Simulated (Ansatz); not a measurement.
Sn(tBu)Me3 (C7H18Sn), 26 atoms. Hardware: 2 threads of AMD EPYC 7R13 on a shared host and a share (18 GiB) of an NVIDIA H100 80GB HBM3.

In the def2 sets Sn takes a core potential; there is no spin–orbit coupling. Correlated methods freeze 11 core orbitals; core or outer-core shells of Sn are correlated, in sets that lack core-valence functions.

How many basis functions does each of these Ansatz runs have, and roughly what does it cost? CCSD(T)/def2-TZVP, charge 0 singlet, energy, from earlier orbitals; PBE-D4/def2-TZVP, charge 0 triplet at the geometry of the charge 0 singlet, energy, from earlier orbitals; B3LYP-D4/def2-TZVP, charge 1 doublet at the geometry of the charge 0 singlet, energy, from earlier orbitals; PBE-D4/def2-SVP, charge 0 singlet, energy, from earlier orbitals; LDA (SPW92)/def2-TZVP, charge 0 singlet, energy, from earlier orbitals; PBE-D4/def2-SVP, charge 0 singlet, relaxation, 5 steps; PBE0-D4/def2-TZVP, charge 1 doublet at the geometry of the charge 0 singlet, energy; PBE-D4/def2-TZVP, charge 1 doublet at the geometry of the charge 0 singlet, energy, from earlier orbitals; r2SCAN-D4/def2-TZVP, charge 0 triplet at the geometry of the charge 0 singlet, energy, from earlier orbitals; PBE-D4/def2-TZVP, charge 0 singlet, energy and forces, from earlier orbitals; BHLYP-D4/def2-TZVP, charge 0 singlet, energy, from earlier orbitals; PBE-D4/def2-TZVP, charge -1 doublet at the geometry of the charge 0 singlet, energy, from earlier orbitals.

Other jobs shared the machine, so times can vary by a factor of up to 3.

| run | functions | fitting or Cholesky vectors | wall time | peak host memory (GiB) |
| --- | --- | --- | --- | --- |
| PBE-D4/def2-TZVP, charge 0 singlet, energy and forces, from earlier orbitals | 375 | 2440 | 5.5 s | 0.91 |
| LDA (SPW92)/def2-TZVP, charge 0 singlet, energy, from earlier orbitals | 375 | 2440 | 6.5 s | 0.89 |
| PBE-D4/def2-TZVP, charge 1 doublet at the geometry of the charge 0 singlet, energy, from earlier orbitals | 375 | 2440 | 7.5 s | 0.97 |
| B3LYP-D4/def2-TZVP, charge 1 doublet at the geometry of the charge 0 singlet, energy, from earlier orbitals | 375 | 2484 | 7.5 s | 0.96 |
| PBE-D4/def2-TZVP, charge 0 triplet at the geometry of the charge 0 singlet, energy, from earlier orbitals | 375 | 2440 | 8 s | 0.97 |
| BHLYP-D4/def2-TZVP, charge 0 singlet, energy, from earlier orbitals | 375 | 2823 | 8.5 s | 0.92 |
| PBE-D4/def2-SVP, charge 0 singlet, energy, from earlier orbitals | 214 | 2441 | 9 s | 0.85 |
| PBE0-D4/def2-TZVP, charge 1 doublet at the geometry of the charge 0 singlet, energy | 375 | 2513 | 9.5 s | 1 |
| r2SCAN-D4/def2-TZVP, charge 0 triplet at the geometry of the charge 0 singlet, energy, from earlier orbitals | 375 | 2440 | 9.5 s | 1.1 |
| PBE-D4/def2-TZVP, charge -1 doublet at the geometry of the charge 0 singlet, energy, from earlier orbitals | 375 | 2440 | 9.5 s | 0.97 |
| PBE-D4/def2-SVP, charge 0 singlet, relaxation, 5 steps | 214 | 2441 | 22 s | 0.86 |
| CCSD(T)/def2-TZVP, charge 0 singlet, energy, from earlier orbitals | 375 | 2760 | 29 s | 1.8 |
